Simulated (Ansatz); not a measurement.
Cost and result for the atomization energy of F2H6N2OSi2 (`N[SiH2]O[Si](N)(F)F`) (13 atoms, 12 bonds).

Cartesian coordinates in Å:
```
N 0.4437 -1.2036 1.4129
Si -0.2806 -1.6401 -0.0816
O -0.5824 -0.3326 -1.0211
Si -0.3683 1.2552 -1.1557
N 0.4333 1.8344 0.1973
F 0.4128 1.5716 -2.4967
F -1.7739 1.9501 -1.3816
H 1.4079 -1.4285 1.5950
H -0.0969 -1.1927 2.2621
H 0.6582 -2.5152 -0.8206
H -1.5855 -2.2911 0.1746
H 0.6505 1.2005 0.9498
H 0.6811 2.7920 0.3655
```

Charge 0, multiplicity 1. Geometry: relaxed with PBE0-D4/def2-TZVP. It is one conformer, not always the lowest. Program: Ansatz. All runs use 2 threads of an AMD EPYC 7R13 on a shared host and a share of an NVIDIA H100 80 GB. Times are those of one run each, without the atoms' runs, and a repeat can differ threefold. Electronic energies, without spin–orbit coupling; frozen cores. CCSD(T)/CBS adds CCSD(T) − MP2 in def2-TZVPP to the MP2 limit, and its time is that of the two runs behind it. T1 = 0.011. B3LYP takes the VWN-RPA correlation (the form of Gaussian; ORCA's B3LYP/G).

CCSD(T)/CBS is a level of theory with its own doubt, some kJ/mol a heavy atom from the limit and from the frozen cores, so smaller differences don't rank the functionals.

| level | functions | wall time |
| --- | --- | --- |
| B3LYP-D4/def2-TZVPP (with forces) | 323 | 5.5 s |
| r2SCAN-D4/def2-TZVPP (with forces) | 323 | 5.5 s |
| PBE0-D4/def2-TZVPP | 323 | 6 s |
| PBE-D4/def2-TZVPP (with forces) | 323 | 7 s |
| ωB97X-V/def2-TZVPP | 323 | 7.5 s |
| B2PLYP/def2-TZVPP | 323 | 8.5 s |
| MP2/def2-QZVPP | 605 | 9 s |
| CCSD(T)/def2-TZVPP | 323 | 9.5 s |
| ωB97M-V/def2-TZVPP (with forces) | 323 | 10 s |
| CCSD(T)/CBS(def2) | – | 19 s |

(1) What atomization energy does each give, and how far from CCSD(T)/CBS? (An estimate is asked.)

## Answers

(1) Computed: 
```json
{"level": "B3LYP-D4/def2-TZVPP (with forces)", "atomization (kJ/mol)": "5121.5", "difference from CCSD(T)/CBS": "-37.0", "per bond": "-3.1"}
{"level": "r2SCAN-D4/def2-TZVPP (with forces)", "atomization (kJ/mol)": "5113.3", "difference from CCSD(T)/CBS": "-45.2", "per bond": "-3.8"}
{"level": "PBE0-D4/def2-TZVPP", "atomization (kJ/mol)": "5065.6", "difference from CCSD(T)/CBS": "-92.9", "per bond": "-7.7"}
{"level": "PBE-D4/def2-TZVPP (with forces)", "atomization (kJ/mol)": "5170.3", "difference from CCSD(T)/CBS": "11.8", "per bond": "1.0"}
{"level": "ωB97X-V/def2-TZVPP", "atomization (kJ/mol)": "5154.2", "difference from CCSD(T)/CBS": "-4.3", "per bond": "-0.4"}
{"level": "B2PLYP/def2-TZVPP", "atomization (kJ/mol)": "5076.9", "difference from CCSD(T)/CBS": "-81.6", "per bond": "-6.8"}
{"level": "MP2/def2-QZVPP", "atomization (kJ/mol)": "5219.4", "difference from CCSD(T)/CBS": "60.9", "per bond": "5.1"}
{"level": "CCSD(T)/def2-TZVPP", "atomization (kJ/mol)": "4981.8", "difference from CCSD(T)/CBS": "-176.7", "per bond": "-14.7"}
{"level": "ωB97M-V/def2-TZVPP (with forces)", "atomization (kJ/mol)": "5153.1", "difference from CCSD(T)/CBS": "-5.4", "per bond": "-0.5"}
{"level": "CCSD(T)/CBS(def2)", "atomization (kJ/mol)": "5158.5", "difference from CCSD(T)/CBS": "0.0", "per bond": "0.0"}
```

In def2-TZVPP, CCSD(T) changes the Hartree–Fock value by +1315.0 kJ/mol (the triples alone add +73.1 kJ/mol) and MP2 by +1444.2 kJ/mol; breaking electron pairs costs correlation energy, which Hartree–Fock lacks. From PBE to PBE0 (25 % exact exchange), in def2-TZVPP and without D4, the atomization energy moves by −99.9 kJ/mol: exact exchange takes away binding that semilocal exchange gives to molecules. The D4 term adds +52.8 kJ/mol with B3LYP and +28.0 kJ/mol with PBE0; it sums over pairs of atoms, weighted by their polarisabilities, and B3LYP, whose exchange is more repulsive, gets the larger term.
